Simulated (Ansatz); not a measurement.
Consider the redistribution: `[SeH][SiH]1BO1` + `O[Si](O)(O)F` → `O[Si](O)(O)[SeH]` + `F[SiH]1BO1`.

Gas-phase electronic energies from Ansatz, PBE0-D4/def2-TZVP geometries. CCSD(T)/CBS adds triple-zeta CCSD(T) − MP2 to the extrapolated MP2 energy (def2 sets, frozen cores). DFT in def2-TZVPP. B3LYP here is the variant with VWN-RPA as its local correlation; programs differ in this. HSE06 is defined as in plane-wave codes. For Se outer-core shells are correlated without core-valence functions, which leaves a few kJ/mol of doubt a bond. Scalar relativity is left out up to krypton. One conformer a species, not always the lowest.

```json
{"level": "LDA (SPW92)", "ΔE (kcal/mol)": "6.8", "difference from CCSD(T)/CBS": "-0.3"}
{"level": "PBE-D4", "ΔE (kcal/mol)": "6.3", "difference from CCSD(T)/CBS": "-0.8"}
{"level": "revPBE-D4", "ΔE (kcal/mol)": "6.0", "difference from CCSD(T)/CBS": "-1.1"}
{"level": "BLYP-D4", "ΔE (kcal/mol)": "5.8", "difference from CCSD(T)/CBS": "-1.3"}
{"level": "r2SCAN-D4", "ΔE (kcal/mol)": "7.2", "difference from CCSD(T)/CBS": "0.1"}
{"level": "B97M-V", "ΔE (kcal/mol)": "7.0", "difference from CCSD(T)/CBS": "-0.1"}
{"level": "PBE0-D4", "ΔE (kcal/mol)": "7.1", "difference from CCSD(T)/CBS": "0.0"}
{"level": "B3LYP-D4", "ΔE (kcal/mol)": "6.5", "difference from CCSD(T)/CBS": "-0.6"}
{"level": "r2SCANh-D4", "ΔE (kcal/mol)": "7.5", "difference from CCSD(T)/CBS": "0.4"}
{"level": "r2SCAN0-D4", "ΔE (kcal/mol)": "7.8", "difference from CCSD(T)/CBS": "0.7"}
{"level": "HSE06-D4", "ΔE (kcal/mol)": "7.2", "difference from CCSD(T)/CBS": "0.1"}
{"level": "BHLYP-D4", "ΔE (kcal/mol)": "7.0", "difference from CCSD(T)/CBS": "-0.1"}
{"level": "CAM-B3LYP-D4", "ΔE (kcal/mol)": "6.3", "difference from CCSD(T)/CBS": "-0.8"}
{"level": "ωB97X-V", "ΔE (kcal/mol)": "6.1", "difference from CCSD(T)/CBS": "-1.0"}
{"level": "B2PLYP", "ΔE (kcal/mol)": "7.1", "difference from CCSD(T)/CBS": "0.0"}
{"level": "PBE", "ΔE (kcal/mol)": "6.8", "difference from CCSD(T)/CBS": "-0.3"}
{"level": "revPBE", "ΔE (kcal/mol)": "6.9", "difference from CCSD(T)/CBS": "-0.2"}
{"level": "BLYP", "ΔE (kcal/mol)": "6.6", "difference from CCSD(T)/CBS": "-0.5"}
{"level": "r2SCAN", "ΔE (kcal/mol)": "7.3", "difference from CCSD(T)/CBS": "0.2"}
{"level": "PBE0", "ΔE (kcal/mol)": "7.4", "difference from CCSD(T)/CBS": "0.3"}
{"level": "B3LYP", "ΔE (kcal/mol)": "7.1", "difference from CCSD(T)/CBS": "0.0"}
{"level": "r2SCANh", "ΔE (kcal/mol)": "7.6", "difference from CCSD(T)/CBS": "0.5"}
{"level": "r2SCAN0", "ΔE (kcal/mol)": "7.9", "difference from CCSD(T)/CBS": "0.8"}
{"level": "HSE06", "ΔE (kcal/mol)": "7.5", "difference from CCSD(T)/CBS": "0.4"}
{"level": "BHLYP", "ΔE (kcal/mol)": "7.6", "difference from CCSD(T)/CBS": "0.5"}
{"level": "CAM-B3LYP", "ΔE (kcal/mol)": "6.7", "difference from CCSD(T)/CBS": "-0.4"}
{"level": "LC-ωPBE", "ΔE (kcal/mol)": "6.5", "difference from CCSD(T)/CBS": "-0.6"}
{"level": "RPA@PBE/def2-TZVPP", "ΔE (kcal/mol)": "7.1", "difference from CCSD(T)/CBS": "0.0"}
{"level": "HF/def2-SVP", "ΔE (kcal/mol)": "9.4", "difference from CCSD(T)/CBS": "2.3"}
{"level": "CCSD(T)/def2-SVP", "ΔE (kcal/mol)": "8.8", "difference from CCSD(T)/CBS": "1.7"}
{"level": "HF/def2-TZVPP", "ΔE (kcal/mol)": "8.2", "difference from CCSD(T)/CBS": "1.1"}
{"level": "MP2/def2-TZVPP", "ΔE (kcal/mol)": "7.1", "difference from CCSD(T)/CBS": "0.0"}
{"level": "SCS-MP2/def2-TZVPP", "ΔE (kcal/mol)": "7.0", "difference from CCSD(T)/CBS": "-0.1"}
{"level": "CCSD/def2-TZVPP", "ΔE (kcal/mol)": "7.6", "difference from CCSD(T)/CBS": "0.5"}
{"level": "HF/def2-QZVPP", "ΔE (kcal/mol)": "8.2", "difference from CCSD(T)/CBS": "1.1"}
{"level": "MP2/def2-QZVPP", "ΔE (kcal/mol)": "6.8", "difference from CCSD(T)/CBS": "-0.3"}
{"level": "SCS-MP2/def2-QZVPP", "ΔE (kcal/mol)": "6.8", "difference from CCSD(T)/CBS": "-0.3"}
{"level": "HF/CBS(def2)", "ΔE (kcal/mol)": "8.2", "difference from CCSD(T)/CBS": "1.1"}
{"level": "MP2/CBS(def2)", "ΔE (kcal/mol)": "6.7", "difference from CCSD(T)/CBS": "-0.4"}
{"level": "CCSD/CBS(def2)", "ΔE (kcal/mol)": "7.1", "difference from CCSD(T)/CBS": "0.0"}
{"level": "CCSD(T)/CBS", "ΔE (kcal/mol)": "7.1", "difference from CCSD(T)/CBS": "0"}
```

Largest T1 diagnostic among the species: 0.015.

At CCSD(T), def2-SVP lies +1.7 kcal/mol from the extrapolated value and def2-TZVPP +0.4 kcal/mol. In def2-TZVPP, CCSD(T) changes the Hartree–Fock value by −0.7 kcal/mol (the triples alone add −0.1 kcal/mol) and MP2 by −1.1 kcal/mol. From BLYP to BHLYP (50 % exact exchange), in def2-TZVPP and without D4, ΔE moves by +1.0 kcal/mol.
